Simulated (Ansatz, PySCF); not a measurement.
Process, species as SMILES: [Br][Bi][Br] -> [Br][Bi][Br] as singlet, charge +1 + e-
Each molecule is optimised on its own at B3LYP-D3(BJ)/def2-TZVP (Ansatz, a first-principles code). Frequencies are from Ansatz or PySCF.

Property: adiabatic ionisation energy (0 K, with B3LYP-D3(BJ) harmonic zero-point energies), in eV. Valence correlation only, unless marked. UHF or UKS for open shells. No spin-orbit coupling. The frozen core is the preceding noble-gas configuration, with the filled d and f shells of earlier blocks. Past Kr the def2 sets carry scalar-relativistic core potentials. CBS(X,Y): correlation extrapolated as X^-3; Hartree-Fock from the larger set. The bracket is a focal-point correction in the basis named.

```
level                             program  adiabatic ionisation energy (eV)
-------------------------  --------------  --------------------------------
PBE-D3(BJ)/def2-TZVPD      Ansatz + dftd3                              7.77
revPBE-D3(BJ)/def2-TZVPD   Ansatz + dftd3                              7.74
revPBE-D4/def2-TZVPD       Ansatz + dftd4                              7.75
B3LYP/def2-TZVPD                   Ansatz                              8.01
PBE0/def2-QZVPP                    Ansatz                              7.99
LC-wPBE-D3(BJ)/def2-TZVPD  Ansatz + dftd3                              8.29
B2GP-PLYP/def2-TZVPD               Ansatz                              7.98
```

Task: Predict the RI-MP2/CBS(def2-TZVPPD,def2-QZVPPD)+[CCSD(T)-MP2]/def2-TZVPPD result (Ansatz).

Result: 8.02 eV
